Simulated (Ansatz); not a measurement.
Relaxation of BH₇O₂Si (11 atoms, charge 0, multiplicity 1), to a largest force component of 0.03 eV/Å in at most 50 steps.

The calculation used RKS PBE-D4/def2-SVP in Ansatz.

```xyz
11
Properties=species:S:1:pos:R:3
B -0.061 -0.384 -0.368
H -0.243 -0.732 0.771
O 1.143 -0.572 -0.961
H 1.793 -0.963 -0.350
H -0.961 0.046 -1.057
O -0.120 1.795 1.075
Si 0.821 2.407 2.339
H 1.526 1.305 3.089
H 1.828 3.320 1.711
H -0.013 3.188 3.322
H -0.667 1.001 1.304
```

Problem. Where does it end, and by what steps?

Solution. It converged. After 30 steps the energy has fallen by 0.184 eV; O3 moved furthest, 1.48 Å. Joined: B1–O6 (2.61 → 1.61 Å).

```csv
step,energy less start (eV),largest force component (eV/Å),accepted
0,0.0000,0.574,yes
2,-0.0288,0.115,yes
4,-0.0360,0.602,yes
6,-0.0543,0.210,yes
8,-0.0822,0.315,yes
10,-0.0920,0.690,yes
12,-0.1105,0.317,yes
14,-0.1267,0.208,yes
16,-0.1411,0.159,yes
18,-0.1459,0.230,yes
20,-0.1498,0.094,yes
22,-0.1537,0.062,yes
24,-0.1658,0.192,yes
26,-0.1262,0.897,no
28,-0.1820,0.094,yes
30,-0.1836,0.029,yes
```

```xyz
11
Properties=species:S:1:pos:R:3
B -0.120 0.096 0.042
H -0.430 -0.985 0.545
O 1.332 0.421 0.126
H 1.840 -0.341 0.454
H -0.633 0.373 -1.034
O -0.524 1.269 1.071
Si 1.014 1.856 1.773
H 1.823 0.890 2.589
H 1.785 2.818 0.930
H 0.325 2.714 2.821
H -1.366 1.299 1.558
```

Whether the end is a true minimum wasn't checked by a vibrational analysis.

Time of the run: 32 s on 2 threads of AMD EPYC 9B14 (Zen 4), on a shared host, peak memory 0.15 GiB.
